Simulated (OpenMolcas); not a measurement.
Computed levels of 4f¹¹ in ions with 65 electrons, in cm-1 above ⁴I°_15/2.

```
Program             : OpenMolcas 26.06
Method              : SS-RASPT2, IPEA 0.25 Eh, imaginary shift 0.1 Eh
Basis               : ANO-RCC-VTZP
Scalar Hamiltonian  : DKH2, point nucleus
Spin-orbit coupling : RASSI with atomic mean-field integrals over the reference wave functions, term energies averaged over their components
```

Active space for each ion: 11 electrons in 12 orbitals (RAS2 4f; RAS3 5d, at most 1 electron); closed shells correlated by CASPT2: 5s 5p.

```csv
Level,Ho2+,Tm4+
⁴I°_13/2,5150,7760
⁴I°_11/2,8350,11950
⁴F°_9/2,16180,18180
⁴F°_7/2,19270,24510
⁴S°_3/2,19270,22090
```

Question: Estimate ⁴I°_11/2, ⁴F°_9/2, ⁴F°_7/2 for Er3+ from its neighbours Ho2+ and Tm4+.

Answer: ⁴I°_11/2 is fine structure, which grows about as the fourth power of a screened charge, so the fourth roots are averaged: ((8350^0.25 + 11950^0.25) / 2)^4 = 10029. The calculation gives 10300, so the estimate is off by -2.6 %; the measured value is 10172 (the list in Tchang-Brillet, Wyart, Meftah and Ait Mammar, Atoms 6, 52 (2018)).
⁴F°_9/2 is another term, which grows about linearly with the charge: (16180 + 18180) / 2 = 17180. The calculation gives 15970, so the estimate is off by +7.6 %; the measured value is 15405 (the list in Tchang-Brillet, Wyart, Meftah and Ait Mammar, Atoms 6, 52 (2018)).
⁴F°_7/2 is another term, which grows about linearly with the charge: (19270 + 24510) / 2 = 21890. The calculation gives 21480, so the estimate is off by +1.9 %.

Mixed levels, with the weight of the term that names them: Er3+ ⁴F°_9/2 (60 %), Er3+ ⁴S°_3/2 (71 %), Tm4+ ⁴F°_9/2 (57 %), Tm4+ ⁴S°_3/2 (67 %).

Term energies are means over components that CASPT2 splits; among the terms shown or strongly mixed into the levels shown the widest spread is 360 cm-1 (4f¹¹ ⁴I°, Tm4+). Each CASPT2 term energy is a mean over a sample of three components. High states are left out of the spin-orbit mixing, which shifts the levels that they would mix with. Some terms miss by over 15 % even with CASPT2, which points to a basis or an active space too small for the shells correlated (holds for Ho2+). Computed and measured levels are paired by configuration, term and J; levels that our copy of the source lacks, or whose pairing is in doubt (as where it misses far off the trend of its configuration), stay unpaired and out of the deviations. Levels of configurations outside the active space are missing.

° marks odd parity.
